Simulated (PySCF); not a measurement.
A GIAO shielding run with PySCF (density fitting, non-relativistic, gas phase) on `Cc1ccc(S)cc1[SiH3]`, C7H10SSi:

```
$ OMP_NUM_THREADS=1 python probes_run.py task.json out

{"job": {"kind": "nmr", "xc": "PBE0", "basis": "pcSseg-1"}, "charge": 0, "multiplicity": 1}
C     -1.673781     1.557942    -0.548013
C     -0.371294     0.866198    -0.286718
C      0.823949     1.552195    -0.456090
C      2.042046     0.944069    -0.221633
C      2.071635    -0.381950     0.185226
S      3.643481    -1.145467     0.479075
C      0.884492    -1.075435     0.356837
C     -0.344866    -0.469413     0.129185
Si    -1.924951    -1.466809     0.402047
H     -1.509193     2.583379    -0.870787
H     -2.234236     1.037178    -1.323064
H     -2.287607     1.571128     0.351705
H      0.804622     2.584718    -0.775119
H      2.965542     1.487545    -0.351377
H      3.156160    -2.338640     0.816133
H      0.913749    -2.108952     0.675037
H     -2.667656    -1.581025    -0.856179
H     -1.546852    -2.800857     0.872944
H     -2.755042    -0.806553     1.413328
```

Hardware: 1 thread of an Arm Neoverse N1, shared host. The job also computes population analyses, field gradients, ring-centre shieldings.

Task: How large is the calculation?

Result: 82 electrons, 217 basis functions and 1167 auxiliary functions.

Task: How long does it take, and how much memory does it need?

Result: 83 s of wall time, with 14 SCF cycles and 5 response iterations; peak memory 0.89 GiB. Times on a shared host scatter by some tens of per cent.
